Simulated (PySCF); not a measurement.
A side-by-side comparison of computed properties.

First species: C4H9NSSi.
SMILES: `S=C=C(N(C)C)[SiH3]`

Second species: FH₅Si₂.
InChI=1S/FH5Si2/c1-3-2/h3H2,2H3

Levels: PBE0/def2-SVPD for dipole moment, HOMO energy, LUMO energy, HOMO–LUMO gap, static isotropic polarisability and electronic spatial extent ⟨r²⟩ about the centre of nuclear charge; TDDFT PBE0/def2-SVPD for lowest singlet excitation; TDA PBE0/def2-SVPD for lowest triplet excitation (Tamm–Dancoff); GFN2-xTB for rotational constant A and rotational constant C. Geometries: GFN2-xTB. All species are isolated and taken at one optimised geometry, non-relativistic unless stated; the electronic structure was computed with PySCF and density fitting.

Dipoles, sizes and rotational constants follow the conformer. The torsions of the flexible species, by atom-mapped SMILES:
- `[CH3:1][N:2]([CH3:3])[C:4]([SiH3:5])=[C:6]=[S:7]`: C1–N2–C4–Si5 -49°

Values for the first species:

| Property | Result |
| --- | --- |
| Dipole moment | 2.37 D |
| HOMO energy | -5.52 eV |
| LUMO energy | -2.20 eV |
| HOMO–LUMO gap | 3.32 eV |
| Lowest singlet excitation | 1.73 eV |
| Lowest triplet excitation (Tamm–Dancoff) | 1.35 eV |
| Static isotropic polarisability | 111.7 au |
| Electronic spatial extent ⟨r²⟩ about the centre of nuclear charge | 1362 bohr² |
| Rotational constant A | 2.124 GHz |
| Rotational constant C | 0.844 GHz |

Problem. Estimate the same properties for the second species, and the change in each.

Solution. 
```csv
property,first,second,second less first
dipole moment,2.37 D,1.66 D,-0.71 D
HOMO energy,-5.52 eV,-8.77 eV,-3.25 eV
LUMO energy,-2.20 eV,-0.82 eV,+1.38 eV
HOMO–LUMO gap,3.32 eV,7.95 eV,+4.63 eV
lowest singlet excitation,1.73 eV,6.60 eV,+4.87 eV
lowest triplet excitation (Tamm–Dancoff),1.35 eV,5.72 eV,+4.37 eV
static isotropic polarisability,111.7 au,56.9 au,-54.8 au
electronic spatial extent ⟨r²⟩ about the centre of nuclear charge,1362 bohr²,433 bohr²,-929 bohr²
rotational constant A,2.124 GHz,15.945 GHz,+13.821 GHz
rotational constant C,0.844 GHz,2.994 GHz,+2.150 GHz
```

On the first: The principal polarisabilities are 79.7, 104.0 and 151.5 au; their mean is the isotropic value.

On the second: A dipole of 1.66 D is allowed in Cs, and pure rotational transitions are dipole-allowed. The polarisability is 8.43 Å³ as a volume (1 au = 0.148185 Å³), or 1.35 au for each of the 42 electrons.
